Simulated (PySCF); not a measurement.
UHF on Fe⁹⁺ (iron, charge +9)

Configuration: [Ne] 3s2 3p5, 2P determinant. Computed with PySCF 2.14 in an even-tempered Gaussian basis (18 s from 0.4 bohr⁻², ratio 2.5; 12 p from 0.52 bohr⁻², ratio 2.5; 5 d from 4.4 bohr⁻², ratio 2.7; 4 f from 6.5 bohr⁻², ratio 2.7), with no relativity, point nucleus.

- Total energy: -1233.596795 hartree
- One-electron energy: -1563.4379 hartree
- Hartree (Coulomb) energy: 377.8815 hartree
- Exchange energy: -48.0403 hartree
- Kinetic energy: 1233.63067 hartree
- ⟨S²⟩: 0.7527
- ⟨L²⟩: 2.009
- Sum of ⟨r⟩: 7.295 bohr
- Sum of ⟨r²⟩: 5.074 bohr²
- Traceless quadrupole moment −½Σ⟨3z² − r²⟩ along its main axis: 0.259 e·bohr²
- Density at the nucleus (Gaussians lack the cusp): 11800 bohr⁻³
- Spin density at the nucleus: 0.364 bohr⁻³

| shell | electrons | mean orbital energy (hartree) | spread (hartree) | rms radius, mean of both spins (bohr) |
| --- | --- | --- | --- | --- |
| 1s α | 1 | -269.56724 | 0 | 0.0685 |
| 1s β | 1 | -269.51898 | 0 | 0.0685 |
| 2s α | 1 | -40.17484 | 0 | 0.290 |
| 2s β | 1 | -40.13808 | 0 | 0.290 |
| 2p α | 3 | -35.66291 | 0.08216 | 0.260 |
| 2p β | 3 | -35.59419 | 0.06541 | 0.260 |
| 3s α | 1 | -11.26910 | 0 | 0.792 |
| 3s β | 1 | -10.99849 | 0 | 0.792 |
| 3p α | 3 | -9.71074 | 0.16538 | 0.805 |
| 3p β | 2 | -9.59268 | 0 | 0.805 |

Spin-orbit constants ζ (cm⁻¹) from the X2C one-electron operator on these orbitals (non-relativistic here): bare nucleus, nucleus screened by l(l+1)(2l+1)/3 electrons, and screened by the Breit-Pauli mean field of the electrons.

| shell | bare | screened nucleus | mean field |
| --- | --- | --- | --- |
| 2p | 68510 | 63240 | 60780 |
| 3p | 10890 | 10050 | 9623 |

To first order the Landé constant is A = -9623 cm⁻¹, so the lowest level has J = 3/2 and lies 0.597 eV below the centre of the term.
